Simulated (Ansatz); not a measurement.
Geometry optimisation, Ansatz, RKS revPBE-D4/def2-SVP.

input.yaml

```yaml
crystal:
  periodic: [false, false, false]
  atoms:
    - { symbol: In, position_ang: [0.141346, 0.566252, -0.454461] }
    - { symbol: O, position_ang: [-0.300618, 0.16376, 2.668033] }
    - { symbol: H, position_ang: [-1.258274, 0.35706, 2.635002] }
    - { symbol: O, position_ang: [1.797125, -0.396276, -1.160456] }
    - { symbol: H, position_ang: [1.568736, -1.30265, -1.445938] }
    - { symbol: O, position_ang: [-1.678392, -0.300333, -0.80116] }
    - { symbol: H, position_ang: [-1.583523, -1.130493, -1.307076] }
    - { symbol: Si, position_ang: [0.187062, 2.755821, 0.82879] }
    - { symbol: H, position_ang: [1.137439, 2.642523, 1.995586] }
    - { symbol: H, position_ang: [0.596596, 3.960514, 0.026014] }
    - { symbol: H, position_ang: [-1.186553, 3.007457, 1.392857] }
    - { symbol: H, position_ang: [0.095856, 1.048965, 2.873107] }
basis:
  gaussian: { orbitals: def2-SVP }
hamiltonian:
  xc: revpbe
  dispersion: d4
relax:
  f_tol: 0.03
  max_steps: 50
output:
  orbitals: {}
```

Command:

```bash
$ ansatz run input.yaml --threads 4 --pin off --max-ram 5120MiB --backend cpu --events-out ev --progress --plain --runs-dir out
```

**Question.** Where does it end, and by what steps?

**Answer.** The run converged. After 14 steps the energy has fallen by 0.525 eV; H3 moved furthest, 1.62 Å. Joined: In1–O2 (3.18 → 2.41 Å).

```csv
step,energy less start (eV),largest force component (eV/Å),accepted
0,0.0000,0.629,yes
1,-0.0260,1.682,yes
2,-0.1146,1.159,yes
3,-0.1980,0.585,yes
4,-0.2458,0.262,yes
5,-0.2809,0.397,yes
6,-0.3228,0.501,yes
7,-0.3715,0.609,yes
8,-0.4300,0.549,yes
9,-0.4815,0.411,yes
10,-0.5026,0.235,yes
11,-0.5121,0.277,yes
12,-0.5205,0.087,yes
13,-0.5239,0.065,yes
14,-0.5255,0.028,yes
```

```xyz
12
Properties=species:S:1:pos:R:3
In 0.205 0.758 0.078
O -0.185 -0.590 2.044
H -1.017 -0.737 1.463
O 1.645 -0.232 -0.975
H 1.582 -1.191 -0.800
O -1.679 -0.218 0.037
H -1.783 -0.834 -0.714
Si 0.297 3.248 0.723
H 1.322 3.464 1.806
H 0.674 4.087 -0.470
H -1.042 3.707 1.239
H -0.502 -0.088 2.820
```

Whether the end is a true minimum wasn't checked by a vibrational analysis.

Time of the run: 26 s on 4 threads of Arm Neoverse V1, with other jobs on the host, peak memory 0.17 GiB.
